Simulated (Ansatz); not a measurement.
The same atomization along the group B, Al, Ga.

Gas-phase electronic energies from Ansatz, PBE0-D4/def2-TZVP geometries. CBS: MP2 limit from def2 TZ/QZ plus the TZ coupled-cluster correction, frozen cores. This one scheme is used for every species, atoms too. Open shells (•) are unrestricted, without spin–orbit coupling. Spin–orbit coupling would lower the free atoms: a little for Al, B, Cl; clearly for Br, Ga. For Br, Ga outer-core shells are correlated without core-valence functions, so the limit isn't a true one: a few kJ/mol of doubt a bond, and 10 to 20 or more in all where bonds break to atoms. Scalar relativity is left out up to krypton.

(1) Order these by ΔE at CCSD(T)/CBS, lowest first. (Estimate.)
A. `[Cl][Al][Br]`• → Br• + Cl• + Al•
B. `Cl[B]Br`• → Br• + Cl• + B•
C. `[Cl][Ga][Br]`• → Br• + Cl• + Ga•

Largest T1 diagnostic: 0.018, for Al•.

## Answers

(1) C (+642.9 kJ/mol), A (+761.2 kJ/mol), B (+790.5 kJ/mol).

For atomizations the MP2-based limit and the directly extrapolated one differ by several kJ/mol either way, and by 10 to 25 for some Ge, Se and Sn compounds, so smaller differences from it don't rank the levels.
